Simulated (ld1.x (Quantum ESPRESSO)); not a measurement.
# Building the PAW potential for Pb (PBE, fully relativistic).

* Element: lead
* Generator: ld1.x (Quantum ESPRESSO) 7.5
* Type: PAW
* Functional: PBE
* Relativity: fully relativistic
* Frozen core: [Kr] 4d10 4f14
* Valence charge: 22
* Reference configuration: 5s2 5p6 5d10 6s2 6p0.5 (charge +1.5)
* Partial waves: 5s (bound): rcut 1.15, rcutus 1.50 bohr; 6s (bound): rcut 1.15, rcutus 1.50 bohr; 5p (bound): rcut 1.35, rcutus 1.75 bohr; 6p (bound): rcut 1.35, rcutus 1.75 bohr; 5d (bound): rcut 1.25, rcutus 1.55 bohr; 5d channel at 1.45 Ry: rcut 1.25, rcutus 1.55 bohr
* Local potential: all-electron potential smoothed inside 1.40 bohr (lloc = -1)
* Core correction: Bessel-smoothed model core, default radius (core density twice the valence density)
* Augmentation charge: BESSEL, radius 1.25 bohr

Open shells are filled in proportion to 2j + 1 (rel_dist='average').

Poles of the logarithmic derivatives, all-electron (AE) and pseudo (PS). s: poles at -11.4, 4.2 (AE) and -11.4, 4.2 (PS) Ry. p1/2: poles at -8.2 (AE) and -8.2 (PS) Ry. p3/2: poles at -6.4 (AE) and -6.4 (PS) Ry. d3/2: poles at -1.6 (AE) and -1.6 (PS) Ry. d5/2: poles at -1.3 (AE) and -1.3 (PS) Ry. Test radius 1.89 bohr.

* Largest excitation error: +57 meV (all-electron minus pseudo) for 5s2 5p6 5d10 6s0 6p4, out of 7 test configurations

The ghost test of this file was not conclusive.
